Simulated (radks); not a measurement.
The numbers below are computed, except where a source is named.
Q: The mean radii <r> (bohr) of the occupied orbitals of an atom or ion are listed with their occupations. Level of theory: Dirac Kohn-Sham, PBE, spin-unpolarised, spherical densities, finite nucleus; Fermi nuclear charge, rms radius of each element as measured or else 0.836 A^(1/3) + 0.57 fm (a radial shooting solver on a logarithmic mesh with Libxc functionals).

| orbital | occ. | <r> |
|---|---|---|
| 1s1/2 | 2 | 0.02037 |
| 2s1/2 | 2 | 0.08590 |
| 2p1/2 | 2 | 0.07147 |
| 2p3/2 | 4 | 0.07874 |
| 3s1/2 | 2 | 0.2249 |
| 3p1/2 | 2 | 0.2146 |
| 3p3/2 | 4 | 0.2283 |
| 3d3/2 | 4 | 0.2012 |
| 3d5/2 | 6 | 0.2055 |
| 4s1/2 | 2 | 0.5070 |
| 4p1/2 | 2 | 0.5156 |
| 4p3/2 | 4 | 0.5464 |
| 4d3/2 | 4 | 0.5720 |
| 4d5/2 | 6 | 0.5826 |
| 5s1/2 | 2 | 1.146 |
| 5p1/2 | 0.666667 | 1.230 |
| 5p3/2 | 1.33333 | 1.294 |
| 4f5/2 | 4.28571 | 0.6868 |
| 4f7/2 | 5.71429 | 0.6940 |

Name the element and its charge. Open shells, if any, are shared by 2j + 1.

A: Z = 68, erbium, charge +8: Er8+ in [Kr] 4d10 4f10 5s2 5p2. The 1s radius gives Z: for a bare nucleus <r> = (2 gamma + 1)/(2Z) with gamma = sqrt(1 - (Z/c)^2), 0.02012 bohr for Z = 68, and screening makes it slightly larger (0.02037 here). The occupations add up to 60, and the charge is Z minus that.
